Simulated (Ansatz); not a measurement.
Geometry optimisation, RKS BLYP-D4/def2-SVP (Ansatz 0.2.0).

Input file:

```yaml
crystal:
  periodic: [false, false, false]
  atoms:
    - { symbol: Sn, position_ang: [0.0, 0.0, 0.0] }
    - { symbol: Cl, position_ang: [0.0, 0.0, 2.76] }
    - { symbol: O, position_ang: [1.8483, 0.0, -0.6527] }
    - { symbol: H, position_ang: [2.1646, -0.9521, -0.7693] }
    - { symbol: O, position_ang: [-0.9232, 1.5994, -0.6527] }
    - { symbol: H, position_ang: [-1.881, 1.3686, -0.8751] }
    - { symbol: Cl, position_ang: [-1.1351, -1.9666, -0.8025] }
    - { symbol: H, position_ang: [-1.9048, -0.3455, 0.6433] }
    - { symbol: H, position_ang: [-1.5957, -0.2894, 1.6527] }
basis:
  gaussian: { orbitals: def2-SVP }
hamiltonian:
  xc: blyp
  dispersion: d4
relax:
  f_tol: 0.15
  max_steps: 25
  restrain:
    - { distance: [0, 7], at: 1.74, k: 30.0 }
    - { distance: [8, 1], at: 1.37, k: 30.0 }
    - { distance: [0, 1], at: 3.61, k: 30.0 }
    - { distance: [8, 7], at: 1.86, k: 30.0 }
output:
  orbitals: {}
```

Command:

```bash
$ ansatz run input.yaml --threads 2 --pin off --max-ram 3072MiB --backend cpu --events-out ev --progress --plain --runs-dir out
```

Problem. Where does it end, and by what steps?

Solution. The run converged. The restraints hold the end off the free minimum; the threshold counts their pulls, which the force column leaves out. Restrained pairs: Sn1–H8 (2.04 → 1.74 Å), Cl2–H9 (1.96 → 1.34 Å), Sn1–Cl2 (2.76 → 3.61 Å), H8–H9 (1.06 → 1.86 Å). After 22 steps the energy has fallen by 1.498 eV (the restraints' own energy left out); Cl7 moved furthest, 1.52 Å.

| step | energy less start (eV) | largest force component (eV/Å) | accepted |
| --- | --- | --- | --- |
| 0 | 0.0000 | 3.633 | yes |
| 1 | 1.0465 | 2.801 | yes |
| 2 | 1.2176 | 2.676 | yes |
| 3 | 0.5720 | 2.193 | yes |
| 4 | -0.1237 | 1.046 | yes |
| 5 | -0.6104 | 0.757 | yes |
| 6 | -0.9176 | 1.431 | yes |
| 7 | -1.1196 | 1.025 | yes |
| 8 | -1.2475 | 1.459 | yes |
| 9 | -1.3427 | 0.986 | yes |
| 10 | -1.3661 | 0.881 | yes |
| 11 | -1.3939 | 0.882 | yes |
| 12 | -1.3868 | 1.091 | no |
| 13 | -1.4088 | 0.840 | yes |
| 14 | -1.4192 | 0.846 | yes |
| 15 | -1.4453 | 0.695 | yes |
| 16 | -1.3991 | 1.128 | no |
| 17 | -1.4533 | 0.729 | yes |
| 18 | -1.4538 | 0.856 | yes |
| 19 | -1.4853 | 0.772 | yes |
| 20 | -1.4215 | 2.127 | no |
| 21 | -1.4836 | 0.892 | yes |
| 22 | -1.4984 | 0.819 | yes |

```xyz
9
Properties=species:S:1:pos:R:3
Sn -0.567 -0.451 -0.284
Cl -0.271 0.938 3.035
O 1.382 -0.799 0.011
H 1.906 -0.437 -0.734
O -0.936 1.485 -0.676
H -1.354 1.526 -1.562
Cl -1.294 -1.579 -2.267
H -1.379 -1.090 1.111
H -0.914 -0.179 2.670
```

Run time: 64 s on 2 threads of Arm Neoverse V1, with other jobs on the host, peak memory 0.16 GiB.
